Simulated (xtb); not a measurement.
C4H8O2 (SMILES C1COCCO1), singlet, from a rough starting geometry; xtb with GFN2-xTB.

The xtb input:
```
$ xtb mol.xyz --gfn 2 --opt vtight --json

# file mol.xyz
14

C      1.28059416     0.55524168    -0.00074186
C      0.92477319    -0.82324475     0.48214843
O     -0.17127241    -1.47789530    -0.25160118
C     -1.03423186    -0.47170049    -0.66471052
C     -1.09271089     0.75942246     0.19522411
O      0.16745682     1.43336937     0.14560488
H      2.07691407     0.96556373     0.54810354
H      1.49685887     0.47707752    -1.04995006
H      1.75237678    -1.56122899     0.36755737
H      0.67190940    -0.81425660     1.53401982
H     -0.80512620    -0.22007350    -1.73420912
H     -2.04625250    -0.95140840    -0.64909133
H     -1.81100085     1.45011666    -0.16891223
H     -1.40476688     0.51893452     1.22614591
```

Output, abridged:

```
   ID    Z sym.   atoms
    1    6 C      1, 2, 4, 5
    2    8 O      3, 6
    3    1 H      7-14

           -------------------------------------------------
          |                Calculation Setup                |
           -------------------------------------------------

           -------------------------------------------------
          |                 G F N 2 - x T B                 |
           -------------------------------------------------

          ...................................................
          :                      SETUP                      :
          :.................................................:
          :  # basis functions                  32          :
          :  # atomic orbitals                  32          :
          :  # shells                           20          :
          :  # electrons                        36          :
          :  max. iterations                   250          :
          :  Hamiltonian                  GFN2-xTB          :
          :  restarted?                      false          :
          :  GBSA solvation                  false          :
          :  PC potential                    false          :
          :  electronic temp.          300.0000000     K    :
          :  accuracy                    1.0000000          :
          :  -> integral cutoff          0.2500000E+02      :
          :  -> integral neglect         0.1000000E-07      :
          :  -> SCF convergence          0.1000000E-05 Eh   :
          :  -> wf. convergence          0.1000000E-03 e    :
          :  Broyden damping             0.4000000          :
          :  net charge                          0          :
          :  unpaired electrons                  0          :
          ...................................................

 iter      E             dE          RMSdq      gap      omega  full diag
   1    -20.8935393 -0.208935E+02  0.447E+00   10.22       0.0  T
   2    -20.9423801 -0.488409E-01  0.226E+00    9.82       1.0  T
   3    -20.9429523 -0.572181E-03  0.984E-01    9.90       1.0  T
   4    -20.9432129 -0.260573E-03  0.103E-01    9.89       1.0  T
   5    -20.9432229 -0.995682E-05  0.532E-02    9.90       1.0  T
   6    -20.9432247 -0.183279E-05  0.764E-03    9.90       3.5  T
   7    -20.9432250 -0.292703E-06  0.381E-03    9.90       7.0  T
   8    -20.9432250 -0.449280E-07  0.134E-03    9.90      19.9  T
[...]
         :: total energy             -20.749602092165 Eh    ::
 * total energy  :   -20.7496021 Eh     change       -0.4389378E-10 Eh
 * total energy  :   -20.7589023 Eh     change       -0.9300195E-02 Eh
 * total energy  :   -20.7600090 Eh     change       -0.1106731E-02 Eh
 * total energy  :   -20.7601270 Eh     change       -0.1179669E-03 Eh
 * total energy  :   -20.7601468 Eh     change       -0.1983353E-04 Eh
 * total energy  :   -20.7601507 Eh     change       -0.3869501E-05 Eh
 * total energy  :   -20.7601525 Eh     change       -0.1795503E-05 Eh
 * total energy  :   -20.7601539 Eh     change       -0.1384429E-05 Eh
 * total energy  :   -20.7601542 Eh     change       -0.3301793E-06 Eh
 * total energy  :   -20.7601543 Eh     change       -0.6336408E-07 Eh
   *** GEOMETRY OPTIMIZATION CONVERGED AFTER 10 ITERATIONS ***
         :: total energy             -20.760154261385 Eh    ::
[...]

 Mol. C6AA /au·bohr⁶  :       1504.923989
 Mol. C8AA /au·bohr⁸  :      31449.225115
 Mol. α(0) /au        :         56.582103

Wiberg/Mayer (AO) data.
largest (>0.10) Wiberg bond orders for each atom

 ---------------------------------------------------------------------------
     #   Z sym  total        # sym  WBO       # sym  WBO       # sym  WBO
 ---------------------------------------------------------------------------
     1   6 C    3.958 --     2 C    0.998     6 O    0.982     7 H    0.970
                             8 H    0.968
     2   6 C    3.958 --     1 C    0.998     3 O    0.982     9 H    0.970
                            10 H    0.968
     3   8 O    2.064 --     2 C    0.982     4 C    0.982
     4   6 C    3.958 --     5 C    0.998     3 O    0.982    12 H    0.970
                            11 H    0.968
     5   6 C    3.958 --     4 C    0.998     6 O    0.982    13 H    0.970
                            14 H    0.968
     6   8 O    2.064 --     1 C    0.982     5 C    0.982
     7   1 H    0.998 --     1 C    0.970
     8   1 H    0.999 --     1 C    0.968
     9   1 H    0.998 --     2 C    0.970
    10   1 H    0.999 --     2 C    0.968
    11   1 H    0.999 --     4 C    0.968
    12   1 H    0.998 --     4 C    0.970
    13   1 H    0.998 --     5 C    0.970
    14   1 H    0.999 --     5 C    0.968
 ---------------------------------------------------------------------------

Topologies differ in total number of bonds
Writing topology from bond orders to xtbtopo.mol

molecular dipole:
                 x           y           z       tot (Debye)
 q only:       -0.000      -0.000       0.000
   full:       -0.000      -0.000       0.000       0.001
molecular quadrupole (traceless):
                xx          xy          yy          xz          yz          zz
 q only:        5.342      -1.425      -5.813       1.077      -1.014       0.471
  q+dip:        4.993      -1.548      -8.176       0.247      -1.625       3.183
   full:        5.805      -1.674      -7.904       0.731      -1.494       2.099

optimized geometry written to: xtbopt.xyz

           -------------------------------------------------
          | TOTAL ENERGY              -20.760154261385 Eh   |
          | GRADIENT NORM               0.000050382614 Eh/α |
          | HOMO-LUMO GAP              10.698589781067 eV   |
           -------------------------------------------------

normal termination of xtb
```
